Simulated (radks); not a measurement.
All-electron atom: Bi I in [Hg] 6p3. Calculated with a radial shooting solver on a logarithmic mesh with Libxc functionals: non-relativistic Kohn-Sham, PBE, spin-unpolarised, spherical densities, point nucleus; relativity is left out, which matters for an element this heavy.

Local quantities along the radius. ELF = 1/(1 + alpha^2) is the electron localisation function; alpha = (tau - tau_W)/tau_unif compares the Pauli kinetic energy density with that of the uniform gas; 4 pi r^2 rho is in e/bohr; r v_xc is r times the local exchange-correlation potential (hartree bohr).

r (bohr)    ELF    alpha  4 pi r^2 rho   r v_xc
0.001785  0.999  0.02919         12.24  -0.1542
0.002095  0.999  0.03129         16.02  -0.1726
0.002439  0.999  0.03380         20.50  -0.1922
0.002839  0.999  0.03698         26.00  -0.2140
0.003332  0.998  0.04131         33.01  -0.2395
0.003879  0.998  0.04672         40.86  -0.2659
0.004516  0.997  0.05392         49.86  -0.2945
0.005299  0.996  0.06432         60.35  -0.3265
0.006169  0.994  0.07820         70.92  -0.3583
0.007182  0.990  0.09807         81.48  -0.3907
0.008428  0.984   0.1292         91.73  -0.4244
0.009811  0.970   0.1746         99.69  -0.4548
0.01142   0.943   0.2454         105.0  -0.4822
0.0134    0.883   0.3648         107.2  -0.5066
0.0156    0.772   0.5441         106.0  -0.5249
0.01817   0.606   0.8061         102.8  -0.5388
0.02132   0.434    1.142         99.35  -0.5503
0.02482   0.343    1.385         98.80  -0.5641
0.02889   0.342    1.388         103.3  -0.5965
0.0339    0.432    1.146         114.4  -0.6644
0.03947   0.567   0.8746         128.9  -0.7477
0.04595   0.675   0.6940         142.9  -0.8263
0.05392   0.714   0.6335         150.8  -0.8885
0.06277   0.667   0.7061         148.6  -0.9214
0.07308   0.543   0.9175         138.8  -0.9308
0.08576   0.407    1.207         128.2  -0.9334
0.09984   0.384    1.267         126.2  -0.9707
0.1162    0.487    1.026         133.6   -1.070
0.1364    0.635   0.7588         142.4   -1.184
0.1588    0.689   0.6717         139.1   -1.242
0.1848    0.605   0.8087         120.7   -1.229
0.2169    0.389    1.253         96.66   -1.161
0.2525    0.305    1.509         85.75   -1.145
0.294     0.447    1.112         90.72   -1.292
0.345     0.658   0.7205         99.23   -1.448
0.4016    0.727   0.6122         94.14   -1.507
0.4676    0.663   0.7129         73.87   -1.447
0.5487    0.445    1.116         48.59   -1.294
0.6388    0.275    1.623         32.89   -1.157
0.7436    0.348    1.369         27.20   -1.177
0.8727    0.605   0.8076         25.59   -1.283
1.016     0.717   0.6279         22.53   -1.314
1.183     0.674   0.6961         17.09   -1.256
1.388     0.509   0.9831         11.07   -1.133
1.616     0.333    1.415         6.909   -1.010
1.881     0.268    1.653         4.528  -0.9267
2.207     0.354    1.351         3.246  -0.9082
2.57      0.533   0.9364         2.485  -0.9106
2.992     0.653   0.7284         1.821  -0.8846
3.511     0.648   0.7373         1.174  -0.8111
4.087     0.532   0.9385        0.6774  -0.7028
4.758     0.343    1.383        0.3399  -0.5902
5.583     0.158    2.311        0.1407  -0.5023
6.5       0.055    4.127       0.05163  -0.4319
7.567     0.015    8.236       0.01562  -0.3417
8.88      0.003    19.94      0.003458  -0.2321
10.34     0.000    55.35     0.0006281  -0.1414

On this mesh the ELF has minima near r = 0.029, 0.100, 0.25, 0.64, 1.9 bohr, which separate the shells, and maxima near 0.054 (0.71), 0.16 (0.69), 0.40 (0.73), 1.0 (0.72), 3.0 (0.65).
